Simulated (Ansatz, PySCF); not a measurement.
Mean bond length (Å) of eight silicon and germanium compounds: PBE-D3(BJ) beside PBE0-D3(BJ), computed with Ansatz (an electronic-structure program) and PySCF for isolated molecules in the bases named; differences from unrounded values. The eight are the first of their class met in an unordered collection, after screening for sound electronic states; none was chosen by its value. Each level has its own optimised geometry.

```csv
molecule,basis,PBE0-D3(BJ),PBE-D3(BJ),difference
"SiBr2, SMILES Br[Si]Br (connectivity only; charge and spin as stated), neutral, multiplicity 1",def2-TZVP,2.249,2.272,0.023
"CH3FO2Si, SMILES O=CO[SiH2]F",def2-SVP,1.417,1.432,0.015
"CH4ClFOSi, SMILES C[Si](Cl)(O)F",def2-SVP,1.427,1.440,0.012
"C2H9NOSi, SMILES C[Si@@H](OC)N",def2-SVP,1.292,1.302,0.010
"Si(H)(vinyl)(OH)(OMe) (C₃H₈O₂Si), SMILES C=C[SiH](O)OC",def2-SVP,1.306,1.317,0.011
"CH9GeNSi, SMILES C[SiH2][NH][GeH3]",def2-SVP,1.450,1.461,0.011
"C2H7FSi3, SMILES F[SiH2][Si@H]1C=C[SiH2]1",def2-SVP,1.626,1.637,0.011
"C4H9FSi, SMILES CC[SiH2]/C=C\F",def2-SVP,1.332,1.342,0.010
```

PBE-D3(BJ) lies below PBE0-D3(BJ) in 0 and above it in 8 of the eight; the mean signed difference is 0.013 and the largest 0.023 Å.
